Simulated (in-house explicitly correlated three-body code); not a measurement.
Computed with an exponentially correlated three-body code. Model: two electrons around a point charge, non-relativistic, variational in 260 exponentially correlated functions (energies converged to about 1e-7 hartree, or 1e-8 relative for large Z).

Command:
```bash
python run_hyl.py task.json out
```
Settings (lengths in bohr, energies in hartree):
```
Z                      1
nuclear_mass           25
interaction_strength   1
functions              260
states_tried           1
```

Cost of the run: 2.4 s on 1 thread of Intel(R) Xeon(R) Platinum 8259CL CPU @ 2.50GHz (Skylake/Cascade Lake), on a shared host.

**Ground state only, binding against the one-electron ion.**

Given: nuclear charge 1; mass of the centre 25 electron masses.

Computed: one-electron threshold -0.480769231 hartree.

```tsv
term	energy (hartree)	binding (eV)
1 1S	-0.506320134	0.69528
```

**Converged states only, values per electron or pair.**

| term | mean r (bohr) | mean r squared (bohr²) | mean inverse r (1/bohr) | mean r12 (bohr) | mean inverse r12 (1/bohr) | mean cosine | mean p1 dot p2 (bohr⁻²) | delta r1 (bohr⁻³) | delta r12 (bohr⁻³) |
| --- | --- | --- | --- | --- | --- | --- | --- | --- | --- |
| 1 1S | 2.8493 | 13.255 | 0.65467 | 4.63 | 0.29669 | -0.09462 | 0.026284 | 0.14604 | 0.0023154 |
